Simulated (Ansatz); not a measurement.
Start from `CBSCF` and change one atom or group to get `FC[S][AlH][F]`.

Ansatz, PBE0-D4/def2-TZVP geometries, multiplicity 1. Each molecule was computed in one conformer, which needn't be the lowest. `FC[S][AlH][F]` holds a close contact that its SMILES doesn't draw: Al···F 1.96 Å.

```tsv
property	`CBSCF`
size of the dipole moment (B3LYP/def2-TZVPP) / D	1.54
HOMO–LUMO gap (PBE/def2-TZVPP) / eV	5.09
HOMO energy (PBE/def2-TZVPP) / eV	-6.96
HOMO energy (ωB97M-V/def2-TZVPP) / eV	-10.31
size of the dipole moment (PBE/def2-TZVPP) / D	1.40
HOMO–LUMO gap (B3LYP/def2-TZVPP) / eV	6.76
```

Question: What does the change do to each property? (Estimate.)

Answer: Computed: 
```
                                        property  `FC[S][AlH][F]`  shift
size of the dipole moment (B3LYP/def2-TZVPP) / D             3.15   1.61
             HOMO–LUMO gap (PBE/def2-TZVPP) / eV             4.39  -0.70
               HOMO energy (PBE/def2-TZVPP) / eV            -6.14   0.82
           HOMO energy (ωB97M-V/def2-TZVPP) / eV            -9.59   0.72
  size of the dipole moment (PBE/def2-TZVPP) / D             3.07   1.67
           HOMO–LUMO gap (B3LYP/def2-TZVPP) / eV             6.14  -0.62
```

With PBE0 the HOMO rises by 0.74 eV and the LUMO rises by 0.17 eV, so the gap narrows by about 0.57 eV. PBE moves the HOMO by 0.82 eV and ωB97M-V by 0.72 eV. Dipoles are sizes alone; their direction can turn.

B3LYP here is the variant with VWN-RPA as its local correlation; programs differ in this.
